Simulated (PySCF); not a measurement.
**HgF: one state, many levels of theory**

State: ²Σ⁺ (doublet), unpaired electrons σ ↑. Set-up: basis Hg def2-TZVPP with ECP60, F def2-TZVPP; scalar-relativistic core potentials; PySCF 2.14. De refers to Hg + F in their high-spin ground configurations, without counterpoise correction. The functionals are run spin-unrestricted. A positive dipole means Hg(−)F(+). Levels whose curve was spin-contaminated or gave no clean fit are not listed.

```csv
Level,Re (Å),ωe (cm⁻¹),De (eV),μ (D)
UHF,2.022,512,0.292,-3.90
PBE,2.080,407,1.73,-2.97
r²SCAN,2.046,443,1.64,-2.95
PBE0,2.046,442,1.42,-3.20
r²SCAN0,2.027,465,1.34,-3.17
HSE06,2.051,437,1.41,-3.21
MN15,2.027,456,1.33,-3.16
BHandHLYP,2.041,456,1.06,-3.51
B2PLYP,2.049,450,1.30,-3.53
```

**Question.** What does a quarter of exact exchange do here, going from PBE to PBE0?

**Answer.** PBE0 less PBE: -3.4 pm in Re, +8.6 % in ωe, -0.31 eV in De. Exact exchange removes part of the self-interaction that spreads semilocal densities, and in most molecules shortens and stiffens the bond and lowers De; so it does here.

**Question.** What does the step from GGA to meta-GGA do here, going from PBE to r²SCAN?

**Answer.** r²SCAN less PBE: -3.4 pm in Re, +8.8 % in ωe, -0.09 eV in De. 

**Question.** What does a quarter of exact exchange do here, going from r²SCAN to r²SCAN0?

**Answer.** r²SCAN0 less r²SCAN: -1.9 pm in Re, +5.0 % in ωe, -0.30 eV in De. Exact exchange removes part of the self-interaction that spreads semilocal densities, and in most molecules shortens and stiffens the bond and lowers De; so it does here.

Correlated steps freeze 1 core orbital. These are scalar-relativistic numbers at best; spin–orbit coupling would shift them, the dissociation energy most. B2PLYP dipoles, levels and charges come from its SCF part alone. The state is the lowest determinant that a PBE0 search found; another state may lie lower at other levels.
